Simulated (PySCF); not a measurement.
# Atomic charges against the basis set

Species: C₄H₇B.
Cartesian coordinates in Å at the PBE0-D3(BJ)/def2-SVP level; atoms count from 1:
```
atom  x, y, z in Å
B1    -1.8751   -0.2341   -1.5279
C2    -0.3474   -0.5323   -1.3606
C3     0.3191   -0.0811   -0.1491
C4     0.8546    0.3047    0.8682
C5     1.5006    0.7651    2.0878
H6    -2.4180   -0.6001   -2.5460
H7    -2.5205    0.3368   -0.6823
H8     0.1532   -0.1329   -2.2662
H9    -0.2371   -1.6289   -1.4921
H10    2.5072    1.1626    1.8827
H11    1.6098   -0.0554    2.8144
H12    0.9189    1.5641    2.5738
```

PBE0 throughout (PySCF), one geometry, spherical d and f functions. Geometry: PBE0-D3(BJ)/def2-SVP, one conformer, isolated molecule. Atoms taken as equivalent share a column and are averaged. The first 7 of 8 kinds of atom are listed.

Mulliken charges (e):

| basis | functions | B1 | C2 | C3 | C4 | C5 | H6/H7 | H8/H9 |
| --- | --- | --- | --- | --- | --- | --- | --- | --- |
| STO-3G | 32 | +0.194 | -0.265 | -0.061 | -0.062 | -0.248 | -0.040 | +0.109 |
| 6-31G | 59 | +0.255 | -0.557 | -0.045 | -0.114 | -0.503 | -0.030 | +0.217 |
| pcSseg-0 | 59 | +0.273 | -0.787 | -0.143 | -0.169 | -0.577 | +0.029 | +0.287 |
| 6-31G* | 84 | +0.145 | -0.625 | +0.080 | -0.003 | -0.645 | -0.003 | +0.218 |
| cc-pVDZ | 105 | +0.071 | -0.076 | -0.041 | -0.287 | -0.028 | -0.016 | +0.082 |
| def2-SVP | 105 | +0.081 | -0.084 | -0.128 | -0.217 | +0.007 | -0.015 | +0.087 |
| 6-311+G(2d,p) | 177 | +0.018 | -0.570 | +0.111 | +0.443 | -0.916 | +0.012 | +0.192 |
| aug-cc-pVDZ | 178 | -1.026 | +0.470 | +0.077 | -0.514 | +0.117 | +0.571 | -0.177 |
| def2-TZVP | 197 | -0.006 | -0.411 | +0.013 | +0.028 | -0.458 | +0.024 | +0.162 |
| IGLO-III | 245 | +0.230 | -0.370 | -0.048 | -0.058 | -0.347 | -0.043 | +0.140 |
| cc-pVTZ | 248 | -0.022 | -0.267 | -0.098 | +0.072 | -0.315 | +0.022 | +0.116 |

IAO charges (e):

```
        basis  functions      B1      C2      C3      C4      C5   H6/H7   H8/H9
       STO-3G         32  +0.119  -0.420  -0.043  -0.049  -0.414  +0.004  +0.170
        6-31G         59  +0.090  -0.431  -0.063  -0.064  -0.446  +0.014  +0.189
     pcSseg-0         59  +0.086  -0.430  -0.062  -0.066  -0.438  +0.013  +0.191
       6-31G*         84  +0.110  -0.424  -0.064  -0.065  -0.427  +0.006  +0.183
      cc-pVDZ        105  +0.095  -0.422  -0.067  -0.067  -0.427  +0.012  +0.186
     def2-SVP        105  +0.103  -0.420  -0.064  -0.065  -0.419  +0.008  +0.184
6-311+G(2d,p)        177  +0.099  -0.431  -0.071  -0.071  -0.438  +0.012  +0.190
  aug-cc-pVDZ        178  +0.097  -0.428  -0.071  -0.071  -0.435  +0.012  +0.190
    def2-TZVP        197  +0.099  -0.430  -0.070  -0.071  -0.437  +0.011  +0.190
     IGLO-III        245  +0.098  -0.432  -0.070  -0.071  -0.439  +0.012  +0.191
      cc-pVTZ        248  +0.098  -0.431  -0.070  -0.070  -0.438  +0.012  +0.190
```

Some averages cover members that differ in this geometry, most widely: H6/H7, Mulliken in cc-pVDZ -0.032 to -0.001; H6/H7, Mulliken in 6-31G -0.044 to -0.017 e.

Question: Which scheme is steadiest as the basis changes?

Answer: Largest range over the bases for any column: IAO 0.03 e, Mulliken 1.30 e. IAO charges move least and Mulliken charges most, counted in e. Without the minimal STO-3G basis the ranges are IAO 0.03, Mulliken 1.30 e.

Question: How much do the charges still move between the two largest bases, IGLO-III and cc-pVTZ?

Answer: At most, over all atoms: Mulliken 0.252 e, IAO 0.001 e.

Question: What do the same runs give for the total energy, the frontier levels and the dipole moment?

Answer: 
```
        basis  energy (Eh)  HOMO (eV)  LUMO (eV)  μ (D)
       STO-3G    -178.9800      -5.12       1.44   0.44
        6-31G    -181.1219      -6.76      -1.10   0.57
     pcSseg-0    -180.7720      -7.09      -1.43   0.51
       6-31G*    -181.1593      -6.69      -1.08   0.55
      cc-pVDZ    -181.1729      -6.84      -1.33   0.58
     def2-SVP    -181.0342      -6.92      -1.36   0.58
6-311+G(2d,p)    -181.2139      -7.00      -1.47   0.54
  aug-cc-pVDZ    -181.1806      -6.98      -1.47   0.54
    def2-TZVP    -181.2276      -6.98      -1.44   0.55
     IGLO-III    -181.2327      -6.99      -1.47   0.54
      cc-pVTZ    -181.2247      -6.96      -1.43   0.56
```

The dipole is fixed by the density alone, so its range of 0.14 D shows that the density itself changes with the basis, not only its division among atoms.
